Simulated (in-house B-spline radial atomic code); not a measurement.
**Co8+: [Ne] 3s2 3p5 3d2 (an excited or competing configuration)**

Computed with a B-spline radial code for spherical atoms: Dirac-Hartree-Fock, average of configuration, Fermi nucleus of rms radius 3.7875 fm.

Effective charges: Z_r = [3n² - l(l+1)]/(2<r>) from the radius, Z_e = n√(-2ε) from the energy, and Slater's rules. Values are occupation-weighted means over j.

| shell | electrons | ε (eV) | <r> (bohr) | Z_r | Z_e | Slater |
| --- | --- | --- | --- | --- | --- | --- |
| 1s | 2 | -7970.1 | 0.05616 | 26.71 | 24.20 | 26.70 |
| 2s | 2 | -1155.9 | 0.2532 | 23.69 | 18.43 | 22.85 |
| 2p | 6 | -1013.2 | 0.224 | 22.32 | 17.26 | 22.85 |
| 3s | 2 | -290.6 | 0.7183 | 18.79 | 13.86 | 16.10 |
| 3p | 5 | -246.41 | 0.7318 | 17.08 | 12.77 | 16.10 |
| 3d | 2 | -184.7 | 0.723 | 14.52 | 11.05 | 9.65 |

The least bound orbital is 3d5/2 at -184.6 eV, while the most diffuse is 3p3/2 (<r> = 0.7339 bohr against 0.7237 bohr): energy order and size order differ.

Spin-orbit splittings of the orbital energies (j = l + 1/2 above j = l - 1/2 when positive): 2p 15.07 eV, 3p 2.38 eV, 3d 0.319 eV.

For the 1s electron the small component carries 0.945 % of the norm, the zero-frequency Breit interaction raises the level by 9.449 eV, self-energy by 4.692 eV, and vacuum polarisation lowers it by 0.4086 eV.
